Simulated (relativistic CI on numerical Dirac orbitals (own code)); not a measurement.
W65+: sensitivity of the levels to the model

Base calculation: Dirac-Coulomb-Breit CI, KLI orbitals optimised for each configuration, QED by a radiative potential, unscaled Slater integrals.

CI space (outside the closed core 1s2): 2s²2p⁵, 2s2p⁶, 2p⁶3s, 2s²2p⁴3s, 2p⁶3p, 2p⁶3d, 2s²2p⁴3p, 2s²2p⁴3d, 2s2p⁵3s, 2s2p⁵3p, 2s2p⁵3d, 2s²2p⁴4s, 2s²2p⁴4p, 2s²2p⁴4d, 2s²2p⁴4f, 2s²2p³3s². Levels of other configurations are missing.

Variants: (1) valence Slater integrals scaled by 0.9; (2) Breit term removed. Shifts of the energy above 2s²2p⁵ ²P°3/2, in eV, for the lowest level and the first level of each name with at least 55 % of one term (blank where a level changes its place among those of its configuration and J or its character, or is not in the variant):

```tsv
Level	Base	Δ(1)	Δ(2)
2s²2p⁵ ²P°3/2	0.00	0.00	0.00
2s²2p⁵ ²P°1/2	1390.10	+0.10	+15.77
2s2p⁶ ²S1/2	1869.73	+0.19	-1.43
2s²2p⁴3s ⁴P5/2	8451.40	+1.21	+18.27
2s²2p⁴3s ²P3/2	8462.49	+0.14	+17.69
2s²2p⁴3s ²S1/2	8516.58	-4.14	+9.22
2s²2p⁴3p ²P°1/2	8649.68	-3.35	+4.55
2s²2p⁴3p ⁴D°7/2	8978.02	+1.40	+19.22
2s²2p⁴3d ²D3/2	9188.61	-3.57	+10.71
2s²2p⁴3d ⁴F9/2	9216.29	+1.60	+23.40
2s²2p⁴3d ²P1/2	9230.48	+0.35	+20.78
2s²2p⁴3s ⁴P3/2	9848.10	+2.52	+30.27
2s²2p⁴3s ²P1/2	9857.91	+1.52	+30.38
2s²2p⁴3s ²D5/2	9868.42	-0.41	+38.66
```

At this charge energies of transitions that change n are usually good to better than 1 %, and those within a shell (Δn = 0) to a few per cent.

Ionisation energy from the two ground configurations alone: base 15930.2 eV; Breit term removed 15954.3 eV. The NIST ASD value (semi-empirical) is 15896 eV.

LS names give the leading component of a level, which can be under half, so a name can repeat, a term be missing and a line seem to break the LS rules.
